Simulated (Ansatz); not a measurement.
Geometry optimisation, RKS r2SCAN/def2-SVP (Ansatz 0.2.0).

The input (input.yaml):

```yaml
crystal:
  periodic: [false, false, false]
  atoms:
    - { symbol: "N", position_ang: [0.7303, 0.8498, -1.2363] }
    - { symbol: C, position_ang: [0.5229, 0.3994, -0.0629] }
    - { symbol: O, position_ang: [1.4092, 0.6999, 0.9284] }
    - { symbol: Ge, position_ang: [-0.8709, -0.7616, 0.317] }
    - { symbol: H, position_ang: [0.0144, 0.6704, -2.0373] }
    - { symbol: H, position_ang: [2.2324, 1.3231, 0.7651] }
    - { symbol: H, position_ang: [-2.173, -0.2968, -0.4527] }
    - { symbol: H, position_ang: [-0.5404, -2.1966, -0.1227] }
    - { symbol: H, position_ang: [-1.2363, -0.7338, 1.8843] }
basis:
  gaussian: { orbitals: def2-SVP }
hamiltonian:
  xc: r2scan
relax:
  f_tol: 0.02
  max_steps: 50
```

Launched with:

```bash
$ ansatz run input.yaml --threads 2 --pin off --max-ram 3072MiB --backend cpu --events-out ev --progress --plain --runs-dir out
```

Q: Where does it end, and by what steps?

A: The forces met the threshold. After 13 steps the energy has fallen by 0.733 eV; H5 moved furthest, 0.58 Å.

```csv
step,energy less start (eV),largest force component (eV/Å),accepted
0,0.0000,2.660,yes
1,-0.5871,1.028,yes
2,-0.6879,0.325,yes
3,-0.6877,1.252,no
4,-0.7117,0.163,yes
5,-0.7185,0.037,yes
6,-0.7236,0.180,yes
7,-0.7255,0.187,yes
8,-0.7311,0.076,yes
9,-0.7286,0.435,no
10,-0.7318,0.028,yes
11,-0.7326,0.052,yes
12,-0.7328,0.060,yes
13,-0.7329,0.016,yes
```

```xyz
9
Properties=species:S:1:pos:R:3
N 0.670 1.199 -1.129
C 0.560 0.421 -0.129
O 1.545 0.366 0.792
Ge -0.912 -0.812 0.343
H -0.145 1.138 -1.742
H 2.228 0.997 0.492
H -1.977 -0.688 -0.754
H -0.383 -2.249 0.407
H -1.498 -0.417 1.702
```

Whether the end is a true minimum wasn't checked by a vibrational analysis.

Time of the run: 47 s on 2 threads of Arm Neoverse V1, on a shared host, peak memory 0.16 GiB.
